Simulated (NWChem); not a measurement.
System: BHClF; SMILES FBCl

Here is an NWChem input.

```
start job
memory heap 200 mb stack 900 mb global 1100 mb
geometry units angstroms noautoz
  B     -0.535149    -0.557154     0.000000
  H     -1.722157    -0.746523     0.000000
  F      0.294750    -1.572484     0.000000
  Cl     0.116693     1.061621     0.000000
end
basis spherical
  B library def2-svp
  H library def2-svp
  F library def2-svp
  Cl library def2-svp
end
dft
  xc r2scan
  grid coarse
  iterations 150
  mulliken
end
task dft gradient
```

Parts of the log:

```
             Northwest Computational Chemistry Package (NWChem) 7.3.0
             --------------------------------------------------------

 CS  symmetry detected

                             Geometry "geometry" -> ""
                             -------------------------

 Output coordinates in angstroms (scale by  1.889725989 to convert to a.u.)

  No.       Tag          Charge          X              Y              Z
 ---- ---------------- ---------- -------------- -------------- --------------
    1 B                    5.0000    -0.54195918    -0.56911169     0.00000000
    2 H                    1.0000    -1.72875102    -0.75983071     0.00000000
    3 F                    9.0000     0.28909416    -1.58349707     0.00000000
    4 Cl                  17.0000     0.10804115     1.05040369     0.00000000

 Effective nuclear repulsion energy (a.u.)      82.4760267378

      Symmetry information
      --------------------

 Group name             Cs
 Group number              2
 Group order               2
 No. of unique centers     4

                                 NWChem DFT Module
                                 -----------------

 Summary of "ao basis" -> "ao basis" (spherical)
 ------------------------------------------------------------------------------
       Tag                 Description            Shells   Functions and Types
 ---------------- ------------------------------  ------  ---------------------
 B                          def2-svp                 6       14   3s2p1d
 H                          def2-svp                 3        5   2s1p
 F                          def2-svp                 6       14   3s2p1d
 Cl                         def2-svp                 8       18   4s3p1d

      Symmetry analysis of basis
      --------------------------

        a'         37
        a"         14

            General Information
            -------------------
          SCF calculation type: DFT
          Wavefunction type:  closed shell.
          No. of atoms     :     4
          No. of electrons :    32
           Alpha electrons :    16
            Beta electrons :    16
          Charge           :     0
          Spin multiplicity:     1
          Use of symmetry is: on ; symmetry adaption is: on
          Maximum number of iterations: 150
          AO basis - number of functions:    51
                     number of shells:    23
          Convergence on energy requested:  1.00D-06
          Convergence on density requested:  1.00D-05
          Convergence on gradient requested:  5.00D-04

              XC Information
              --------------
                      r^2SCAN Method XC Functional
               r^2SCAN metaGGA Exchange Functional  1.000
                     r^2SCAN Correlation Potential  1.000

             Grid Information
             ----------------
          Grid used for XC integration:  coarse
          Radial quadrature: Mura-Knowles
          Angular quadrature: Lebedev.
          Tag              B.-S. Rad. Rad. Pts. Rad. Cut. Ang. Pts.
          ---              ---------- --------- --------- ---------
          B                   0.85       35           6.0       302
          H                   0.35       35           7.0       302
          F                   0.50       35           7.0       302
          Cl                  1.00       70           8.0       302
          Grid pruning is: on
          Number of quadrature shells:   175
          Spatial weights used:  Erf1

      Superposition of Atomic Density Guess
      -------------------------------------

 Sum of atomic energies:        -583.61930424

      Non-variational initial energy
      ------------------------------

 Total energy =    -584.350175
 1-e energy   =    -970.575306
 2-e energy   =     303.749104
 HOMO         =      -0.415615
 LUMO         =       0.042399

      Symmetry analysis of molecular orbitals - initial
      -------------------------------------------------

  Numbering of irreducible representations:

     1 a'          2 a"

  Orbital symmetries:

     1 a'          2 a'          3 a'          4 a'          5 a'
     6 a"          7 a'          8 a'          9 a'         10 a'
    11 a'         12 a"         13 a'         14 a'         15 a"
    16 a'         17 a"         18 a'         19 a'         20 a'
    21 a'         22 a'         23 a"         24 a'         25 a'
    26 a'

     ---------------------------------------------
      Total Density - Mulliken Population Analysis
     ---------------------------------------------

    Atom       Charge   Shell Charges
 -----------   ------   -------------------------------------------------------
    1 B    5     4.31   1.99  0.80  0.18  1.00  0.22  0.13
    2 H    1     1.08   0.71  0.36  0.01
    3 F    9     9.34   1.99  1.15  0.72  3.50  1.98  0.00
    4 Cl  17    17.26   2.00  1.99  1.22  0.70  5.94  2.16  3.24  0.01

   convergence    iter        energy       DeltaE   RMS-Dens  Diis-err
 ---------------- ----- ----------------- --------- --------- ---------
 d= 0,ls=0.0,diis     1   -585.1929623018 -6.68D+02  2.14D-02  4.84D-01
 d= 0,ls=0.0,diis     2   -585.1259489636  6.70D-02  1.22D-02  1.29D+00
 d= 0,ls=0.0,diis     3   -585.2522750164 -1.26D-01  2.51D-03  2.11D-02
 d= 0,ls=0.0,diis     4   -585.2530774081 -8.02D-04  1.45D-03  7.40D-03
 d= 0,ls=0.0,diis     5   -585.2540333009 -9.56D-04  2.86D-04  2.45D-04
  Resetting Diis
 d= 0,ls=0.0,diis     6   -585.2540674007 -3.41D-05  3.04D-05  1.88D-06
 d= 0,ls=0.0,diis     7   -585.2540676465 -2.46D-07  9.07D-06  1.25D-07

         Total DFT energy =     -585.254067646472
      One electron energy =     -971.810366339838
           Coulomb energy =      347.153202333267
    Exchange-Corr. energy =      -43.072930377693
 Nuclear repulsion energy =       82.476026737792

 Numeric. integr. density =       32.000007660813

                  Occupations of the irreducible representations
                  ----------------------------------------------

                     irrep           alpha         beta
                     --------     --------     --------
                     a'               13.0         13.0
                     a"                3.0          3.0

                       DFT Final Molecular Orbital Analysis
                       ------------------------------------

 Vector   14  Occ=2.000000D+00  E=-3.401080D-01  Symmetry=a'
              MO Center= -3.7D-01, -4.1D-01,  1.4D-15, r^2= 2.6D+00
   Bfn.  Coefficient  Atom+Function         Bfn.  Coefficient  Atom+Function
  ----- ------------  ---------------      ----- ------------  ---------------
    45     -0.348867  4 Cl py                23      0.329220  3 F  px
    42     -0.282632  4 Cl py                15     -0.265541  2 H  s
    24      0.264693  3 F  py                 4     -0.230462  1 B  px
    26     -0.221054  3 F  px                16     -0.203631  2 H  s
    27     -0.180772  3 F  py                39     -0.164117  4 Cl py

 Vector   15  Occ=2.000000D+00  E=-3.290152D-01  Symmetry=a"
              MO Center=  7.3D-02,  8.1D-01, -1.1D-15, r^2= 1.5D+00
   Bfn.  Coefficient  Atom+Function         Bfn.  Coefficient  Atom+Function
  ----- ------------  ---------------      ----- ------------  ---------------
    46      0.600786  4 Cl pz                43      0.453473  4 Cl pz
    40      0.264255  4 Cl pz                25      0.174523  3 F  pz
    28     -0.127816  3 F  pz                 6     -0.115582  1 B  pz
     9      0.060595  1 B  pz                11      0.034680  1 B  d -1

 Vector   16  Occ=2.000000D+00  E=-3.033623D-01  Symmetry=a'
              MO Center= -1.1D-01,  7.1D-01, -2.1D-15, r^2= 1.9D+00
   Bfn.  Coefficient  Atom+Function         Bfn.  Coefficient  Atom+Function
  ----- ------------  ---------------      ----- ------------  ---------------
    44      0.572538  4 Cl px                41      0.437242  4 Cl px
    38      0.252607  4 Cl px                15      0.185098  2 H  s
    16      0.178715  2 H  s                 45     -0.148658  4 Cl py
     4      0.123265  1 B  px                42     -0.107038  4 Cl py
    23     -0.086554  3 F  px                 2      0.067522  1 B  s

 Vector   17  Occ=0.000000D+00  E=-5.425808D-02  Symmetry=a"
              MO Center= -4.7D-01, -4.5D-01,  3.2D-15, r^2= 2.1D+00
   Bfn.  Coefficient  Atom+Function         Bfn.  Coefficient  Atom+Function
  ----- ------------  ---------------      ----- ------------  ---------------
     6      0.638421  1 B  pz                 9     -0.517529  1 B  pz
    46      0.338185  4 Cl pz                25     -0.262249  3 F  pz
    28      0.239900  3 F  pz                43      0.182782  4 Cl pz
    40      0.103488  4 Cl pz                48      0.077913  4 Cl d -1
    50     -0.034257  4 Cl d  1              19     -0.032657  2 H  pz

 Vector   18  Occ=0.000000D+00  E= 8.951099D-02  Symmetry=a'
              MO Center= -4.6D-01, -3.0D-01, -1.5D-15, r^2= 3.4D+00
   Bfn.  Coefficient  Atom+Function         Bfn.  Coefficient  Atom+Function
  ----- ------------  ---------------      ----- ------------  ---------------
     3      1.876195  1 B  s                 16     -1.179825  2 H  s
    37     -0.591239  4 Cl s                 45      0.573639  4 Cl py
     2      0.434409  1 B  s                 22     -0.380089  3 F  s
    36     -0.313065  4 Cl s                  5     -0.207142  1 B  py
    44      0.203010  4 Cl px                15     -0.196749  2 H  s

 Vector   19  Occ=0.000000D+00  E= 1.221423D-01  Symmetry=a'
              MO Center= -5.2D-01, -8.5D-01, -1.4D-15, r^2= 3.5D+00
   Bfn.  Coefficient  Atom+Function         Bfn.  Coefficient  Atom+Function
  ----- ------------  ---------------      ----- ------------  ---------------
     8      1.004810  1 B  py                22      0.586580  3 F  s
     2      0.525772  1 B  s                 37     -0.477039  4 Cl s
     7     -0.438005  1 B  px                 5     -0.416335  1 B  py
    44      0.388355  4 Cl px                 3     -0.342742  1 B  s
    16     -0.300006  2 H  s                 45      0.271081  4 Cl py

     ---------------------------------------------
      Total Density - Mulliken Population Analysis
     ---------------------------------------------

    Atom       Charge   Shell Charges
 -----------   ------   -------------------------------------------------------
    1 B    5     4.76   1.99  0.80  0.08  1.45  0.27  0.16
    2 H    1     1.06   0.74  0.31  0.02
    3 F    9     9.08   1.99  1.14  0.72  3.36  1.86  0.01
    4 Cl  17    17.10   2.00  1.99  1.24  0.69  5.93  2.16  3.07  0.02

     -------------------------------------------
      Total Density - Lowdin Population Analysis
     -------------------------------------------

    Atom       Charge   Shell Charges
 -----------   ------   -------------------------------------------------------
    1 B    5     5.20   1.96  0.56  0.29  1.33  0.68  0.38
    2 H    1     1.06   0.65  0.37  0.04
    3 F    9     8.93   1.98  0.99  0.70  3.20  2.06  0.01
    4 Cl  17    16.81   2.00  1.95  1.01  0.74  5.82  2.25  3.00  0.03

     Multipole analysis of the density
     ---------------------------------

     L   x y z        total         alpha         beta         nuclear
     -   - - -        -----         -----         ----         -------
     0   0 0 0     -0.000000    -16.000000    -16.000000     32.000000

     1   1 0 0     -0.234714     -0.117357     -0.117357      0.000000
     1   0 1 0     -0.030526     -0.015263     -0.015263      0.000000
     1   0 0 1     -0.000000     -0.000000     -0.000000      0.000000

     2   2 0 0    -17.539291    -18.425441    -18.425441     19.311590
     2   1 1 0      0.662489     -0.856121     -0.856121      2.374732
     2   1 0 1      0.000000      0.000000      0.000000      0.000000
     2   0 2 0    -18.326197    -86.871002    -86.871002    155.415807
     2   0 1 1     -0.000000     -0.000000     -0.000000      0.000000
     2   0 0 2    -16.540673     -8.270337     -8.270337      0.000000

            General Information
            -------------------
          SCF calculation type: DFT
          Wavefunction type:  closed shell.
          No. of atoms     :     4
          No. of electrons :    32
           Alpha electrons :    16
            Beta electrons :    16
          Charge           :     0
          Spin multiplicity:     1
          Use of symmetry is: on ; symmetry adaption is: on
          Maximum number of iterations: 150
          AO basis - number of functions:    51
                     number of shells:    23
          Convergence on energy requested:  1.00D-06
          Convergence on density requested:  1.00D-05
          Convergence on gradient requested:  5.00D-04

              XC Information
              --------------
                      r^2SCAN Method XC Functional
               r^2SCAN metaGGA Exchange Functional  1.000
                     r^2SCAN Correlation Potential  1.000

             Grid Information
             ----------------
          Grid used for XC integration:  coarse
          Radial quadrature: Mura-Knowles
          Angular quadrature: Lebedev.
          Tag              B.-S. Rad. Rad. Pts. Rad. Cut. Ang. Pts.
          ---              ---------- --------- --------- ---------
          B                   0.85       35           6.0       302
          H                   0.35       35           7.0       302
          F                   0.50       35           7.0       302
          Cl                  1.00       70           8.0       302
          Grid pruning is: on
          Number of quadrature shells:   175
          Spatial weights used:  Erf1

          Convergence Information
          -----------------------
          Convergence aids based upon iterative change in
          total energy or number of iterations.
          Levelshifting, if invoked, occurs when the
          HOMO/LUMO gap drops below (HL_TOL):  1.00D-02
          DIIS, if invoked, will attempt to extrapolate
          using up to (NFOCK): 10 stored Fock matrices.

                    Damping( 0%)  Levelshifting(0.5)       DIIS
                  --------------- ------------------- ---------------
          dE  on:    start            ASAP                start
          dE off:    2 iters        150 iters           150 iters

                            NWChem DFT Gradient Module
                            --------------------------

  charge          =   0.00
  wavefunction    = closed shell

  Using symmetry

                         DFT ENERGY GRADIENTS

    atom               coordinates                        gradient
                 x          y          z           x          y          z
   1 B      -1.024154  -1.075465   0.000000    0.003458   0.000580   0.000000
   2 H      -3.266866  -1.435872   0.000000   -0.000304  -0.000150   0.000000
   3 F       0.546309  -2.992376   0.000000   -0.002070   0.002418   0.000000
   4 Cl      0.204168   1.984975   0.000000   -0.001085  -0.002849   0.000000
```

Level: r2SCAN/def2-SVP. Coordinates come from a PBE0/def2-SVP optimisation.
